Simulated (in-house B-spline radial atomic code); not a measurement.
Inner levels of boron as electrons are removed. A shift is the extra binding of the orbital against the neutral atom ([He] 2s2 2p1). Computed with an all-electron radial atomic-structure program (B-spline basis): non-relativistic Hartree-Fock, average of the configuration, point nuclei.

```csv
ion,configuration,shift of 1s (eV),radius of 1s (bohr),Σ<r²> (bohr²),change of density at nucleus (bohr⁻³)
B,[He] 2s2 2p1,0,0.32587,15.851,-
B+,[He] 2s2,?,?,?,?
B2+,[He] 2s1,?,?,?,?
B3+,1s2,50.25,0.32449,0.28377,-2.4497
B4+,1s1,130.74,0.3,0.12,-32.133
```

(1) Fill in the row of B+.

(2) Fill in the row of B2+.

Results:

(1) shift of 1s (eV): 13.35; radius of 1s (bohr): 0.32527; Σ<r²> (bohr²): 7.9366; change of density at nucleus (bohr⁻³): 0.70812.

(2) shift of 1s (eV): 30.27; radius of 1s (bohr): 0.32521; Σ<r²> (bohr²): 3.4123; change of density at nucleus (bohr⁻³): -0.49278.
